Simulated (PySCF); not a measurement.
# Vibration and rotation of AlI

RHF-CCSD(T) constants of AlI, ¹Σ⁺ (singlet), closed shell (PySCF, spin-free X2C with a Gaussian nucleus, basis sets Al x2c-SVPall, I x2c-SVPall; masses 26.9815 and 126.9045 u):

| Property | Result |
| --- | --- |
| ωe | 328.5 cm⁻¹ |
| ωexe | 0.999 cm⁻¹ |
| Be | 0.11719 cm⁻¹ |
| αe | 0.000533 cm⁻¹ |
| D (centrifugal) | 5.97e-08 cm⁻¹ |
| De to Al + I | 3.74 eV |

Give the vibrational terms G(v) and spacings up to v = 6.

G(v) = ωe(v+½) − ωexe(v+½)².

| v | G(v) (cm⁻¹) | G(v) − G(v−1) | Bv (cm⁻¹) |
| --- | --- | --- | --- |
| 0 | 164.0 |  | 0.1169 |
| 1 | 490.5 | 326.5 | 0.1164 |
| 2 | 815.0 | 324.5 | 0.1159 |
| 3 | 1137.5 | 322.5 | 0.1153 |
| 4 | 1458.0 | 320.5 | 0.1148 |
| 5 | 1776.5 | 318.5 | 0.1143 |
| 6 | 2093.0 | 316.5 | 0.1137 |

How well does the Morse estimate ωe²/(4ωexe) reproduce De, and what is D0?

It gives 3.35 eV, 90 % of the computed De. D0 = De − G(0) = 3.74 − 0.02 = 3.72 eV.

Measured values (Huber and Herzberg, Constants of Diatomic Molecules (1979)): ωe = 316.1 cm⁻¹, ωexe = 1.0 cm⁻¹, Be = 0.11769985 cm⁻¹, αe = 0.000558586 cm⁻¹.

Correlated steps freeze 23 core orbitals. Correlated levels converge slowly with the basis: in double zeta they bind strong bonds too weakly, by up to about 1 eV, and carry superposition errors of some tenths. Spin–orbit coupling is left out, which matters for elements this heavy, above all for dissociation energies. Where the molecule has an RHF reference, its open-shell atoms are computed with UHF.
